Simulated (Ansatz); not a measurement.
`S[SiH]1C[SiH2]1` and `[AlH2][C@H]1[SiH2][Si@@H]1S` differ in one atom or group.

Ansatz, PBE0-D4/def2-TZVP geometries, multiplicity 1. Each molecule was computed in one conformer, which needn't be the lowest.

```csv
property,`S[SiH]1C[SiH2]1`
HOMO–LUMO gap (B3LYP/def2-TZVPP) / eV,6.14
HOMO energy (PBE/def2-TZVPP) / eV,-5.81
size of the dipole moment (PBE/def2-TZVPP) / D,1.32
LUMO energy (B3LYP/def2-TZVPP) / eV,-0.49
size of the dipole moment (B3LYP/def2-TZVPP) / D,1.24
LUMO energy (PBE0/def2-TZVPP) / eV,-0.31
```

Question: What does the change do to each property? (Estimate.)

Answer: Ansatz gave: 
```csv
property,`[AlH2][C@H]1[SiH2][Si@@H]1S`,shift
HOMO–LUMO gap (B3LYP/def2-TZVPP) / eV,4.68,-1.46
HOMO energy (PBE/def2-TZVPP) / eV,-5.50,0.31
size of the dipole moment (PBE/def2-TZVPP) / D,1.23,-0.09
LUMO energy (B3LYP/def2-TZVPP) / eV,-1.62,-1.13
size of the dipole moment (B3LYP/def2-TZVPP) / D,1.22,-0.02
LUMO energy (PBE0/def2-TZVPP) / eV,-1.42,-1.11
```

With PBE0 the HOMO rises by 0.32 eV and the LUMO falls by 1.11 eV, so the gap narrows by about 1.43 eV. PBE moves the HOMO by 0.31 eV and ωB97M-V by 0.34 eV. Dipoles are sizes alone; their direction can turn.

B3LYP here is the variant with VWN-RPA as its local correlation; programs differ in this.
